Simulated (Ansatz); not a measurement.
Input file for CH$_{6}$AlFSi, SMILES `[CH3][AlH][SiH2]F`:

```yaml
crystal:
  periodic: [false, false, false]
  atoms:
    - {symbol: C, position_ang: [-1.575372, 0.371828, -1.030699]}
    - {symbol: Al, position_ang: [-0.463779, -0.781160, 0.082061]}
    - {symbol: Si, position_ang: [1.720090, 0.011658, 0.925361]}
    - {symbol: F, position_ang: [2.020779, 1.516649, 0.417621]}
    - {symbol: H, position_ang: [-1.020541, 0.707510, -1.913192]}
    - {symbol: H, position_ang: [-1.849915, 1.280025, -0.482918]}
    - {symbol: H, position_ang: [-2.494669, -0.111630, -1.367703]}
    - {symbol: H, position_ang: [-0.914808, -2.254199, 0.487523]}
    - {symbol: H, position_ang: [1.796263, 0.039406, 2.416640]}
    - {symbol: H, position_ang: [2.865052, -0.831288, 0.468305]}
basis:
  gaussian: {orbitals: def2-SVP}
correlation: {method: ccsd_t}
```

```sh
$ ansatz run in.yaml --threads 2 --pin off --events-out ev --progress --plain --max-ram 4352MiB
```

Output of Ansatz, abridged:

```
Functional definition: HF
911 factors; integrals over basis functions are off by at most 1.1e-3 eV
mean field evaluation 1: about -18267.2753 eV, gradient 3.3e1 eV
mean field evaluation 2: about -18267.2782 eV, gradient 3.3e1 eV
mean field evaluation 4: about -18270.1174 eV, gradient 2.9e0 eV
mean field evaluation 8: about -18270.1513 eV, gradient 1.4e-4 eV
mean field -18270.15127535 eV, -671.4156754157 hartree, gradient 2.3e-6 eV, S^2 0.000000; 0 other end points of the search recorded, 0 dependent functions left out
12 core orbitals not correlated: weight in the atoms' cores, before any rotation towards them, 1.000 or more for the frozen orbitals, at most 0.000 for the correlated occupied ones
reference -18270.15127535 eV, -671.4156754157 hartree; 12, 12 occupied and 70, 70 virtual orbitals, 911 factors
second order -13.34837050 eV of doubles, -0.00000000 eV of singles
cycle   1  -14.22909365 eV  change   -8.8e-1 eV  update   8.9e-2
cycle   2  -14.63439347 eV  change   -4.1e-1 eV  update   2.8e-2
cycle   3  -14.72282249 eV  change   -8.8e-2 eV  update   1.3e-2
cycle   4  -14.72055995 eV  change    2.3e-3 eV  update   3.1e-3
cycle   5  -14.71944302 eV  change    1.1e-3 eV  update   1.1e-3
cycle   6  -14.71943447 eV  change    8.5e-6 eV  update   3.6e-4
cycle   7  -14.71933768 eV  change    9.7e-5 eV  update   1.3e-4
cycle   8  -14.71930406 eV  change    3.4e-5 eV  update   4.6e-5
cycle   9  -14.71931143 eV  change   -7.4e-6 eV  update   1.8e-5
perturbative correction -0.31032476 eV, -0.0114042246 hartree
Total energy: -18285.18091154 eV, -671.9680043583 hartree
```

Run time 3.3 s (2 threads of an Arm Neoverse V2 on a shared host); peak host memory 0.46 GiB.

Correlation energy per correlated electron: -0.626 eV. T1 diagnostic: 0.0110.
